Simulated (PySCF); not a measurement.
CH$_{3}$Mg (SMILES [CH3][Mg+]), charge +1, singlet, geometry from GFN2-xTB (such geometries of metal compounds can be far from the true shape); BLYP/6-31G** run with PySCF.

PySCF was given this input:
```python
from pyscf import gto, scf, dft

mol = gto.M(
    atom='''
Mg   -0.66340694   -0.39668681   -0.52537335
C     0.81021333    0.48447027    0.64163406
H     1.31116875   -0.33067603    1.18338454
H     0.29824984    1.18120060    1.32087899
H     1.49018477    1.00289557   -0.04958766
''',
    basis='6-31g**',
    charge=1,
    verbose=4,
)

mf = dft.RKS(mol)
mf.xc = 'blyp'
mf.kernel()
```

Task: Predict the main parts of the log of this PySCF run.

Result: 
```
PySCF version 2.14.0

[INPUT] verbose = 4
[INPUT] num. atoms = 5
[INPUT] num. electrons = 20
[INPUT] charge = 1
[INPUT] spin (= nelec alpha-beta = 2S) = 0
[INPUT] symmetry False subgroup None
[INPUT] Mole.unit = angstrom
[INPUT] Symbol           X                Y                Z      unit          X                Y                Z       unit  Magmom
[INPUT]  1 Mg    -0.663406940000  -0.396686810000  -0.525373350000 AA   -1.253657425736  -0.749629428127  -0.992811744645 Bohr   0.0
[INPUT]  2 C      0.810213330000   0.484470270000   0.641634060000 AA    1.531081296172   0.915516125794   1.212512645593 Bohr   0.0
[INPUT]  3 H      1.311168750000  -0.330676030000   1.183384540000 AA    2.477749840588  -0.624887132658   2.236272680644 Bohr   0.0
[INPUT]  4 H      0.298249840000   1.181200600000   1.320878990000 AA    0.563610514295   2.232145632172   2.496099534792 Bohr   0.0
[INPUT]  5 H      1.490184770000   1.002895570000  -0.049587660000 AA    2.816041090298   1.895197958840  -0.093707096558 Bohr   0.0

nuclear repulsion = 35.1788062253748
number of shells = 23
number of NR pGTOs = 99
number of NR cGTOs = 47
basis = 6-31g**
ecp = {}

******** <class 'pyscf.dft.rks.RKS'> ********
method = RKS
initial guess = minao
damping factor = 0
level_shift factor = 0
DIIS = <class 'pyscf.scf.diis.CDIIS'>
diis_start_cycle = 1
diis_space = 8
diis_damp = 0
SCF conv_tol = 1e-09
SCF conv_tol_grad = None
SCF max_cycles = 50
direct_scf = True
direct_scf_tol = 1e-13
XC library pyscf.dft.libxc version 7.1.2
    S. Lehtola, C. Steigemann, M. J. T. Oliveira, and M. A. L. Marques,  SoftwareX 7, 1–5 (2018)
XC functionals = blyp
    A. D. Becke,  Phys. Rev. A 38, 3098 (1988)
    C. Lee, W. Yang, and R. G. Parr,  Phys. Rev. B 37, 785 (1988)
    B. Miehlich, A. Savin, H. Stoll, and H. Preuss,  Chem. Phys. Lett. 157, 200 (1989)
radial grids:
    Treutler-Ahlrichs [JCP 102, 346 (1995); DOI:10.1063/1.469408] (M4) radial grids

becke partition: Becke, JCP 88, 2547 (1988); DOI:10.1063/1.454033
pruning grids: <function nwchem_prune>
grids dens level: 3
symmetrized grids: False
atomic radii adjust function: <function treutler_atomic_radii_adjust>
small_rho_cutoff = 0
Set gradient conv threshold to 3.16228e-05
Initial guess from minao.
tot grids = 62128
init E= -239.826492913416
  HOMO = -0.304014311603636  LUMO = -0.129441863430112  gap/eV = 4.75036
cycle= 1 E= -239.542932769494  delta_E= 0.284  |g|= 0.577  |ddm|= 1.93
  HOMO = -0.365553423321346  LUMO = -0.250283006250176  gap/eV = 3.13667
cycle= 2 E= -238.769254653552  delta_E= 0.774  |g|= 1.31  |ddm|= 2.16
  HOMO = -0.45271647295156  LUMO = -0.329307666809271  gap/eV = 3.35812
cycle= 3 E= -239.671769939103  delta_E= -0.903  |g|= 0.058  |ddm|= 1.78
  HOMO = -0.433521001065305  LUMO = -0.336136189952276  gap/eV = 2.64998
cycle= 4 E= -239.670892016724  delta_E= 0.000878  |g|= 0.0915  |ddm|= 0.298
  HOMO = -0.439869729543051  LUMO = -0.3374266998703  gap/eV = 2.78762
cycle= 5 E= -239.675390498288  delta_E= -0.0045  |g|= 0.0157  |ddm|= 0.127
  HOMO = -0.441051189333836  LUMO = -0.33813730803221  gap/eV = 2.80043
cycle= 6 E= -239.675491624909  delta_E= -0.000101  |g|= 0.005  |ddm|= 0.0159
  HOMO = -0.44146946280133  LUMO = -0.338331820110571  gap/eV = 2.80652
cycle= 7 E= -239.675502415869  delta_E= -1.08e-05  |g|= 0.00125  |ddm|= 0.00512
  HOMO = -0.441526019442927  LUMO = -0.338292230961243  gap/eV = 2.80913
cycle= 8 E= -239.675503292394  delta_E= -8.77e-07  |g|= 5.56e-05  |ddm|= 0.00212
  HOMO = -0.441528482937778  LUMO = -0.33828929808822  gap/eV = 2.80928
cycle= 9 E= -239.675503293812  delta_E= -1.42e-09  |g|= 2.31e-06  |ddm|= 8.2e-05
  HOMO = -0.441527893651834  LUMO = -0.33828893069339  gap/eV = 2.80928
cycle= 10 E= -239.675503293815  delta_E= -3.01e-12  |g|= 1.49e-06  |ddm|= 6.72e-06
  HOMO = -0.441528367347404  LUMO = -0.338289005088464  gap/eV = 2.80929
Extra cycle  E= -239.675503293803  delta_E= 1.15e-11  |g|= 5.42e-06  |ddm|= 8.98e-06
converged SCF energy = -239.675503293803
```
